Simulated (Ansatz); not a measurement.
Ansatz (an electronic-structure program) input (HF/3-21G): The .json file is the Basis Set Exchange's 3-21G.

Ansatz 0.2 input:
```yaml
crystal:
  periodic: [false, false, false]
  atoms:
    - {symbol: B, position_ang: [0.00000000, 0.00000000, 0.00000000]}
    - {symbol: O, position_ang: [-0.00000000, -0.00000000, -1.26121000]}
    - {symbol: O, position_ang: [0.00000000, 0.00000000, 1.26121000]}
basis:
  gaussian:
    orbitals: 3-21G.json
hamiltonian:
  xc: {name: HF}
magnetization: {spin_polarized: true, initial_magnetization: 1}
relax: {f_tol: 0.003, max_steps: 120}
```

Output:

```
Functional definition: HF
integrals: 0.00 GiB planned
319 factors; integrals over basis functions are off by at most 8.2e-5 eV
mean field: 0.06 GiB planned
mean field evaluation 1: about -4717.4533 eV, gradient 2.0e1 eV
mean field evaluation 2: about -4717.5801 eV, gradient 2.1e1 eV
mean field evaluation 4: about -4720.2122 eV, gradient 3.0e0 eV
mean field evaluation 8: about -4720.4365 eV, gradient 1.7e-1 eV
mean field evaluation 16: about -4719.7127 eV, gradient 5.8e0 eV
mean field -4720.43703034 eV, -173.4728612377 hartree, gradient 5.2e-5 eV, S^2 0.944087; 0 other end points of the search recorded, 0 dependent functions left out
the calculation of the forces begins
reference -4720.43703034 eV, -173.4728612377 hartree; 11, 10 occupied and 16, 17 virtual orbitals, 319 factors
relax step   1: F+E_penalty+E_count = -4720.43703034 eV  Δ(F+E_penalty+E_count) = +0.000e0 eV  max|allowed force component| = 1.269e0 eV/Å  Δτ_max = 0.0000 Å  (70 SCF iters, accepted)
these checks for a lower state are left out or cut short: starts, cluster_reference, orbital_swaps, neighbouring_geometries, increment
integrals: 0.00 GiB planned
319 factors; integrals over basis functions are off by at most 8.3e-5 eV
mean field: 0.06 GiB planned
mean field evaluation 32: about -4720.4586 eV, gradient 1.3e-5 eV
mean field -4720.45858326 eV, -173.4736532931 hartree, gradient 1.3e-5 eV, S^2 0.956005; 0 other end points of the search recorded, 0 dependent functions left out
the calculation of the forces begins
reference -4720.45858326 eV, -173.4736532931 hartree; 11, 10 occupied and 16, 17 virtual orbitals, 319 factors
relax step   2: F+E_penalty+E_count = -4720.45858326 eV  Δ(F+E_penalty+E_count) = -2.155e-2 eV  max|allowed force component| = 2.905e-1 eV/Å  Δτ_max = 0.0139 Å  (69 SCF iters, accepted)
these checks for a lower state are left out or cut short: starts, cluster_reference, orbital_swaps, neighbouring_geometries, increment
integrals: 0.00 GiB planned
319 factors; integrals over basis functions are off by at most 8.4e-5 eV
mean field: 0.06 GiB planned
mean field -4720.45984574 eV, -173.4736996883 hartree, gradient 1.3e-5 eV, S^2 0.959731; 0 other end points of the search recorded, 0 dependent functions left out
the calculation of the forces begins
reference -4720.45984574 eV, -173.4736996883 hartree; 11, 10 occupied and 16, 17 virtual orbitals, 319 factors
relax step   3: F+E_penalty+E_count = -4720.45984574 eV  Δ(F+E_penalty+E_count) = -1.262e-3 eV  max|allowed force component| = 1.014e-2 eV/Å  Δτ_max = 0.0042 Å  (51 SCF iters, accepted)
these checks for a lower state are left out or cut short: starts, cluster_reference, orbital_swaps, neighbouring_geometries, increment
integrals: 0.00 GiB planned
319 factors; integrals over basis functions are off by at most 8.4e-5 eV
mean field: 0.06 GiB planned
mean field -4720.45984731 eV, -173.4736997459 hartree, gradient 1.4e-5 eV, S^2 0.959867; 0 other end points of the search recorded, 0 dependent functions left out
the calculation of the forces begins
reference -4720.45984731 eV, -173.4736997459 hartree; 11, 10 occupied and 16, 17 virtual orbitals, 319 factors
relax step   4: F+E_penalty+E_count = -4720.45984731 eV  Δ(F+E_penalty+E_count) = -1.567e-6 eV  max|allowed force component| = 7.463e-5 eV/Å  Δτ_max = 0.0002 Å  (53 SCF iters, accepted)
integrals: 0.00 GiB planned
319 factors; integrals over basis functions are off by at most 8.4e-5 eV
mean field: 0.06 GiB planned
mean field evaluation 64: about -4719.5493 eV, gradient 1.3e1 eV
mean field -4720.45984731 eV, -173.4736997459 hartree, gradient 1.4e-5 eV, S^2 0.959867; 1 other end points of the search recorded, 0 dependent functions left out
the calculation of the forces begins
reference -4720.45984731 eV, -173.4736997459 hartree; 11, 10 occupied and 16, 17 virtual orbitals, 319 factors
Total energy: -4720.45984731 eV, -173.4736997459 hartree
Atom 0 at    -0.000000     0.000000    -0.000000 Å, force     0.000000    -0.000000    -0.000000 eV/Å
Atom 1 at     0.000000    -0.000000    -1.279520 Å, force    -0.000000     0.000000    -0.000075 eV/Å
Atom 2 at     0.000000    -0.000000     1.279520 Å, force     0.000000     0.000000     0.000075 eV/Å
Dipole moment:     0.000000    -0.000000    -0.000000 e Å
```

The geometry given is a B3LYP-D3(BJ)/def2-TZVP minimum.

The determinant is spin-contaminated: <S^2> is 0.96 against 0.75 for a pure state.
